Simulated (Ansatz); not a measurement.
Reaction (homolysis of the Ge–I bond): `[OH][GeH2][I]` → `[OH][GeH2]`• + I•

Computed with Ansatz on PBE0-D4/def2-TZVP structures; ΔE is electronic, products minus reactants. CBS: MP2 limit from def2 TZ/QZ plus the TZ coupled-cluster correction, frozen cores. DFT in def2-TZVPP. HSE06 is defined as in plane-wave codes. No spin–orbit coupling; open shells (•) take unrestricted orbitals. Spin–orbit coupling would lower the free atoms: strongly for I. def2 core potentials past Kr. For Ge, I outer-core shells are correlated without core-valence functions, so the limit isn't a true one: a few kJ/mol of doubt a bond, and 10 to 20 or more in all where bonds break to atoms. Scalar relativity is left out up to krypton. Each species was taken in one conformer, which may not be the lowest.

`[OH][GeH2][I]`:

```xyz
6

O    -0.209    0.759    1.209
Ge   -0.251   -0.317   -0.193
I     2.094   -0.735   -1.007
H     0.233    1.593    1.030
H    -1.015    0.324   -1.361
H    -0.851   -1.624    0.323
```

`[OH][GeH2]`•:

Cartesian coordinates in Å:
```
O -0.744 0.767 -0.569
Ge 0.201 -0.652 -0.038
H -0.203 1.428 -1.006
H -0.749 -1.383 0.937
H 1.495 -0.159 0.675
```

```
             level  ΔE (kcal/mol)  difference from CCSD(T)/CBS
       LDA (SPW92)           87.7                          7.2
         revPBE-D4           72.9                         -7.6
         r2SCAN-D4           75.1                         -5.4
            B97M-V           74.5                         -6.0
           PBE0-D4           76.4                         -4.1
        r2SCANh-D4           74.8                         -5.7
           ωB97X-V           76.7                         -3.8
            B2PLYP           73.8                         -6.7
            r2SCAN           74.7                         -5.8
              PBE0           75.0                         -5.5
           r2SCANh           74.4                         -6.1
           r2SCAN0           74.1                         -6.4
             HSE06           75.1                         -5.4
      MP2/def2-SVP           73.8                         -6.7
CCSD(T)/def2-TZVPP           75.7                         -4.8
     MP2/CBS(def2)           85.3                          4.8
       CCSD(T)/CBS           80.5                            0
```

Largest T1 diagnostic among the species: 0.015.

Leaving LDA and LC-ωPBE aside and taking each functional with its dispersion term where it has one, the values, not all of them listed here, spread over 6.9 kcal/mol, from BLYP-D4 to PBE-QIDH. LDA lies +13.0 kcal/mol from PBE without D4, its usual overbinding. At CCSD(T), def2-SVP lies −9.9 kcal/mol from the extrapolated value and def2-TZVPP −4.8 kcal/mol: correlation converges slowly with the basis, and small sets miss more of it in the bonded molecule than in its fragments.

CCSD(T)/CBS has its own doubt, a few kJ/mol and more with outer-core shells, so smaller differences from it don't rank the levels.
